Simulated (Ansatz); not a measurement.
Stepwise reaction of `[F][Al]([F])[SH]` with ammonia, as a gas-phase model of exchange steps in deposition or etching. ΔE in kJ/mol; ΔG adds harmonic PBE0-D4 terms to CCSD(T)/CBS, at 1 bar.

Gas-phase electronic energies from Ansatz, PBE0-D4/def2-TZVP geometries. CBS: MP2 limit from def2 TZ/QZ plus the TZ coupled-cluster correction, frozen cores. This one scheme is used for every species. DFT in def2-TZVPP. B3LYP here is the variant with VWN-RPA as its local correlation; programs differ in this. One conformer a species, not always the lowest.

```tsv
step	reaction	PBE-D4	B3LYP-D4	ωB97M-V	CCSD(T)/CBS	ΔG(500 K)
2	`[NH2][Al]([F])[SH]` + NH₃ → `[NH2][Al]([NH2])[SH]` + H–F	100.4	104.2	103.0	100.1	94.2
```

Question: Give the row of step 1, `[F][Al]([F])[SH]` + NH₃ → `[NH2][Al]([F])[SH]` + H–F. (An estimate is asked.)

Answer: Ansatz gave: 
```csv
step,reaction,PBE-D4,B3LYP-D4,ωB97M-V,CCSD(T)/CBS,ΔG(500 K)
1,`[F][Al]([F])[SH]` + NH₃ → `[NH2][Al]([F])[SH]` + H–F,86.1,89.8,88.6,87.5,84.4
```

Question: By hand: ΔE of the 2 steps together at CCSD(T)/CBS.

Answer: (87.5) + (100.1) = 187.6 kJ/mol, or 93.8 kJ/mol a step.

In ΔE each step is higher than the one before. All are uphill at CCSD(T)/CBS. ΔG lies between 84.4 and 94.2 kJ/mol a step. PBE-D4 differs from CCSD(T)/CBS by -1.4 to 0.3 kJ/mol a step. Isolated molecules leave out the surface, adducts and barriers. Largest T1 diagnostic: 0.012.
